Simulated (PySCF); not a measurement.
Bonds broken one at a time in the series Si Br-H. Isolated molecules, 0 K electronic values unless said otherwise. Strings in code marks are SMILES.

Calculation: PBE-D3(BJ)/def2-TZVP // B3LYP-D3(BJ)/def2-TZVP (PySCF). 

| species | LUMO (eV) | HOMO (eV) | dipole moment (D) |
|---|---|---|---|
| whole molecule (`Br[Si](Br)(Br)Br`) | -2.68 | -7.41 | 0.00 |
| whole molecule (`Br[SiH](Br)Br`) | -2.09 | -7.31 | (withheld) |
| radical fragment (`Br[SiH]Br`) | – | – | 0.84 |
| whole molecule (`Br[SiH2]Br`) | -1.60 | (withheld) | 1.03 |
| radical fragment (`[SiH2]Br`) | – | – | 1.02 |

**Question.** Fill in the missing entries.

**Answer.** 
- whole molecule (`Br[SiH](Br)Br`), dipole moment (D): 0.60
- whole molecule (`Br[SiH2]Br`), HOMO (eV): -7.34
